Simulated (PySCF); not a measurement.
## Au⁺: excitation energy

Au⁺ [Xe] 4f14 5d10 (1S) → Au⁺ [Xe] 4f14 5d9 6s1 (3D), as a difference of total energies. Computed with PySCF 2.14 in aug-cc-pVDZ-PP with ECP60MDF (5s5p4d2f, 54 functions), with scalar relativity through the core potential. Correlated levels: valence: 5s2 5p6 frozen. The calculations carry no spin-orbit coupling.

| method | excitation energy (eV) |
| --- | --- |
| UHF | 2.186 |
| LDA | 2.322 |
| PBE | 2.291 |
| PBE0 | 2.397 |
| B2PLYP | 2.455 |
| BP86 | 2.271 |
| MN15 | 2.221 |
| wB97X | 2.688 |
| SCS-MP2 (valence) | 2.715 |

Problem. Estimate what r2SCAN gives.

Solution. 2.168 eV, closest to UHF among the rows shown.

Problem. Estimate what MP2 (valence) gives.

Solution. 2.657 eV, closest to wB97X among the rows shown.
